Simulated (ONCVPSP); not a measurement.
**Transferability test, ONCV potential for Mo**

* Element: molybdenum (Mo)
* Generator: ONCVPSP 4.0.1
* Type: optimised norm-conserving Vanderbilt (ONCV)
* Functional: PBEsol
* Relativity: fully relativistic
* Frozen core: [Ar] 3d10
* Valence charge: 14
* Reference configuration: 4s2 4p6 4d5 5s1
* Partial waves: 4s+5s: rc 2.05 bohr, ncon 4, nbas 7, qcut 5.6 1/bohr, 2 projectors; 4p: rc 1.25 bohr, ncon 4, nbas 8, qcut 6.9 1/bohr, 2 projectors, debl 3.5 Ha; 4d: rc 2.45 bohr, ncon 4, nbas 8, qcut 7.6 1/bohr, 2 projectors, debl 1.2 Ha
* Local potential: polynomial inside 1.10 bohr (lpopt 5, dvloc0 1 Ha)
* Core correction: Teter function, fcfact 1.5, rcfact 1.6

Open shells are filled in proportion to 2j + 1.

Energies are relative to the spin-unpolarised reference configuration 4s2 4p6 4d5 5s1; without spin polarisation the order of configurations can differ from experiment.

Problem. Give the all-electron excitation energy and the error of the potential for: 4s2 4p6 4d5 5s0; 4s2 4p6 4d4 5s0; 4s2 4p6 4d3 5s0; 4s2 4p6 4d6 5s0.

Solution.

| valence configuration | charge | ΔE all-electron (eV) | error AE − PS (meV) |
| --- | --- | --- | --- |
| 4s2 4p6 4d5 5s0 | +1 | 6.906 | -0.9 |
| 4s2 4p6 4d4 5s0 | +2 | 22.361 | +0.3 |
| 4s2 4p6 4d3 5s0 | +3 | 49.082 | +20 |
| 4s2 4p6 4d6 5s0 | 0 | 0.773 | -0.8 |

Levels in the configuration 4s2 4p6 4d3 5s0:

```
   level  all-electron (eV)  pseudo (eV)
4s j=1/2            -96.189      -96.184
4p j=3/2            -69.127      -69.093
4p j=1/2            -71.722      -71.685
4d j=5/2            -32.760      -32.722
4d j=3/2            -33.049      -33.009
```

Note: no bound ghost flagged; GHOST(+) flagged for s at 92.8 eV.
